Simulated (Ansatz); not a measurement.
The same path of BF3 + H2 (6 atoms, charge 0, multiplicity 1) was run twice with different band settings. Lost on the way: B1–F2, H5–H6. Made: B1–H5, F2–H6.

Computed with RKS PBE0-D4/def2-SVP in Ansatz.

Relaxed end points:

```xyz
6
Properties=species:S:1:pos:R:3
B -0.009 0.418 0.026
F -0.015 0.805 1.278
F 1.128 0.266 -0.608
F -1.140 0.206 -0.601
H 0.086 -2.273 0.676
H 0.062 -1.947 1.363
```

```xyz
6
Properties=species:S:1:pos:R:3
B -0.004 -0.407 -0.429
F -0.035 -0.093 1.839
F 1.137 0.228 -0.605
F -1.124 0.253 -0.639
H -0.017 -1.601 -0.267
H 0.154 -0.907 2.236
```

Common settings: movable images 7; climbing image yes; spring 5.0 eV/Å²; optimiser quadratic models (default); force threshold 0.05 eV/Å; iteration limit 60; end points relaxed.

| run | start path |
| --- | --- |
| 1 | through a guess of the saddle point |
| 2 | straight line |

(1) What does each run give, and how far can it be trusted?

## Answers

(1) Run 1: converged after 18 iterations, highest image 1.905 eV above the first end. A vibrational analysis at the climbing image gives one clearly imaginary mode, 1168i cm⁻¹: a first-order saddle point.
Run 2: converged after 22 iterations, highest image 1.905 eV above the first end. Another band between the same ends (7 images) ends at a top of the same energy, where a vibrational analysis finds 1 clearly imaginary mode.
The orbitals stay closed-shell, which can raise the energy where a bond breaks towards radicals; this wasn't checked here.
